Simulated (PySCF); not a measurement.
Multinuclear NMR of 1-fluorobicyclo[2.2.1]heptane

Atoms are numbered as in `[F:1][C@:2]12[CH2:3][CH2:4][C@H:5]([CH2:6][CH2:7]1)[CH2:8]2`. Hydrogens are named by the atom that carries them. Ha(C6), Ha(C7) are cis to C4 on the ring; Ha(C3), Ha(C4) are cis to C6 on the ring; Hb(C6), Hb(C7) are trans to C4 on the ring; Hb(C3), Hb(C4) are trans to C6 on the ring.

Method: geometry from GFN2-xTB, PBE0/pcSseg-1 with gauge-including orbitals, in PySCF (one conformer, equivalent nuclei averaged, non-relativistic, no solvent).

Problem. Where does ¹⁹F resonate?

Solution. 
```
atoms                environment  σ (ppm)  δ (ppm)
   F1  fluorine on an sp3 carbon    382.6   -184.6
```

Shieldings were converted by a linear fit to measured shifts: ¹⁹F (scatter 6.0 ppm rms, 7.0 ppm with the 5 outliers that the fit left out vs CFCl3, solution or neat liquid, with a term for F on sp3 carbon). A few per cent of atoms miss by over 2 rms, more outside the fitted compound classes.

On a 600 MHz spectrometer ¹⁹F resonates near 564.6 MHz, so 1 ppm is 564.6 Hz.
